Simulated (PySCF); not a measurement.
SMILES C[Si](C)(S)S (C2H8S2Si) (PBE0/def2-SVP optimised geometry):

```
13

C     -1.047    -1.398     1.477
Si    -0.336    -0.489     0.000
C     -0.834     1.314     0.000
S     -0.923    -1.500    -1.819
S      1.816    -0.489     0.000
H     -0.739    -2.455     1.479
H     -2.149    -1.363     1.465
H     -0.698    -0.931     2.411
H     -1.931     1.406    -0.043
H     -0.415     1.834    -0.874
H     -0.482     1.819     0.913
H     -2.189    -1.746    -1.411
H      1.931    -1.834    -0.062
```

Level of theory: PBE0/def2-TZVP run with PySCF.

### Question
What are the frontier orbital energies and the dipole moment?

### Answer
HOMO-2 -8.93 eV, HOMO-1 -7.48 eV, HOMO -7.23 eV, LUMO 0.26 eV, LUMO+1 0.55 eV; dipole moment 2.30 D.

On the same geometry PBE/def2-TZVP (PySCF) gives HOMO-2 -7.66 eV, HOMO-1 -6.24 eV, HOMO -6.00 eV, LUMO -0.62 eV, LUMO+1 -0.40 eV; dipole moment 2.21 D.

Meta-Löwdin charges at PBE0/def2-TZVP: C1 -0.61, Si2 0.84, C3 -0.61, S4 -0.33, S5 -0.32, H6 0.14, H7 0.13, H8 0.14, H9 0.13, H10 0.14, H11 0.13, H12 0.10, H13 0.11.
